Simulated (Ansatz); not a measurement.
GeF₄⁺. Charge 1, multiplicity 2. Geometry B3LYP-D4/def2-SVP, that of the neutral singlet; atoms count from 1.

```xyz
5

Ge    0.000    0.000    0.000
F    -0.835   -1.303    0.716
F    -0.992    1.387    0.012
F     0.402   -0.397   -1.609
F     1.426    0.313    0.881
```

Estimate the Mulliken populations from the PBE0/def2-TZVP orbitals of Ansatz.


```csv
atom,charge (e),spin (α − β)
Ge1,1.29,-0.07
F2,-0.07,0.27
F3,-0.07,0.27
F4,-0.07,0.27
F5,-0.07,0.27
```
Mulliken values depend strongly on the basis.

Where does the spin sit?

Summed by element: Ge -0.07, F 1.07, of 1 unpaired in all. Largest on single atoms: F3 0.27, F5 0.27, F4 0.27.

And the Mayer bond orders between heavy atoms (over 0.3)?

Ge1–F2 1.04 (1.71 Å); Ge1–F3 1.04 (1.71 Å); Ge1–F4 1.04 (1.71 Å); Ge1–F5 1.04 (1.71 Å).
